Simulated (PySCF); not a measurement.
## InHCl + O₂ → InO₂ + HCl

Level: PBE0 in the def2-TZVP basis family, computed in PySCF with density fitting; scalar-relativistic core potentials for atoms from Rb on, none lighter, no spin–orbit coupling; open shells unrestricted.

```tsv
species	state and structure	ZPE (kJ/mol)	H(298 K) − H(0) (kJ/mol)	S° (J/(mol K))
InHCl	doublet, Cs, In–Cl 2.365 Å, In–H 1.773 Å; Cl–In–H 115.3°	13.7	11.7	280.5
O₂	triplet, D∞h, O–O 1.193 Å	10.3	8.7	204.9
InO₂	doublet, C∞v, In–O 1.826 Å, In–O 1.927 Å; O–In–O 180.0°	9.3	12.8	270.6
HCl	singlet, C∞v, H–Cl 1.279 Å	17.9	8.7	186.6
```

Q: Is the gas-phase reaction uphill or downhill in electronic energy at this level, and by how much?

A: At PBE0/def2-TZVP, ΔE = 47.3 kJ/mol, uphill. 

Q: Add zero-point, thermal and entropy terms for 298.15 K and 1 bar.

A: ΔZPE = 3.2 and Δ[H(298) − H(0)] = 1.1 kJ/mol give ΔH° = 51.6 kJ/mol. ΔS° = -28.2 J/(mol K), so ΔG° = 51.6 − 298.15 × (-0.0282) = 60 kJ/mol and log₁₀K = -10.5.

Only the bonding shown was studied: isomers, or loss of a ligand pair, can lie lower.
